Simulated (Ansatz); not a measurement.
Ansatz (a first-principles code) input (B3LYP/STO-3G):

Ansatz 0.2 input:
```yaml
crystal:
  periodic: [false, false, false]
  atoms:
    - {symbol: C, position_ang: [1.47250200, -0.39033400, 0.14749700]}
    - {symbol: B, position_ang: [-0.02295700, 0.11241100, -0.06180800]}
    - {symbol: C, position_ang: [-1.22045600, -0.70285400, 0.59764200]}
    - {symbol: N, position_ang: [-0.28744400, 1.17334300, -0.90229800]}
    - {symbol: H, position_ang: [1.57190100, -1.41553600, -0.22141200]}
    - {symbol: H, position_ang: [2.22332500, 0.22628300, -0.34509900]}
    - {symbol: H, position_ang: [1.69376600, -0.42265400, 1.21865700]}
    - {symbol: H, position_ang: [-1.05117800, -0.78825100, 1.67511500]}
    - {symbol: H, position_ang: [-2.20365600, -0.26431600, 0.43115000]}
    - {symbol: H, position_ang: [-1.22842400, -1.72307900, 0.20212000]}
    - {symbol: H, position_ang: [-0.39111500, 2.17122600, -0.80624100]}
basis:
  gaussian:
    orbitals: STO-3G
hamiltonian:
  xc: {name: B3LYP}
magnetization: {spin_polarized: true, initial_magnetization: 1}
output: {forces: true}
```

Output:

```
Functional definition: B3LYP
integrals: 0.01 GiB planned
364 factors; integrals over basis functions are off by at most 8.7e-5 eV
mean field: 0.12 GiB planned
mean field evaluation 1: about -4299.2748 eV, gradient 1.1e1 eV
mean field evaluation 2: about -4298.1567 eV, gradient 1.9e1 eV
mean field evaluation 4: about -4300.2493 eV, gradient 6.9e-1 eV
mean field evaluation 8: about -4300.1840 eV, gradient 1.2e-2 eV
mean field evaluation 16: about -4300.1840 eV, gradient 2.0e-5 eV
mean field -4300.18404066 eV, -158.0288487250 hartree, gradient 2.0e-5 eV, S^2 0.756540; 0 other end points of the search recorded, 0 dependent functions left out
the calculation of the forces begins
reference -4300.18422910 eV, -158.0288556498 hartree; 16, 15 occupied and 11, 12 virtual orbitals, 364 factors
Total energy: -4300.18422910 eV, -158.0288556498 hartree
Atom 0 at     1.472502    -0.390334     0.147497 Å, force    -0.207600    -0.139602     0.021250 eV/Å
Atom 1 at    -0.022957     0.112411    -0.061808 Å, force     0.008554     0.084611     0.129040 eV/Å
Atom 2 at    -1.220456    -0.702854     0.597642 Å, force     0.226087    -0.092220    -0.065581 eV/Å
Atom 3 at    -0.287444     1.173343    -0.902298 Å, force     0.169206    -1.948281    -0.417637 eV/Å
Atom 4 at     1.571901    -1.415536    -0.221412 Å, force     0.095926    -0.268140    -0.111612 eV/Å
Atom 5 at     2.223325     0.226283    -0.345099 Å, force     0.239756     0.213953    -0.149861 eV/Å
Atom 6 at     1.693766    -0.422654     1.218657 Å, force     0.117969     0.016578     0.272986 eV/Å
Atom 7 at    -1.051178    -0.788251     1.675115 Å, force    -0.017115    -0.008924     0.296088 eV/Å
Atom 8 at    -2.203656    -0.264316     0.431150 Å, force    -0.313111     0.158442    -0.041840 eV/Å
Atom 9 at    -1.228424    -1.723079     0.202120 Å, force    -0.071648    -0.286224    -0.090837 eV/Å
Atom 10 at    -0.391115     2.171226    -0.806241 Å, force    -0.248025     2.269808     0.158005 eV/Å
Dipole moment:    -0.009388     0.222673     0.102509 e Å
```

The geometry given is a B3LYP-D3(BJ)/def2-TZVP minimum.
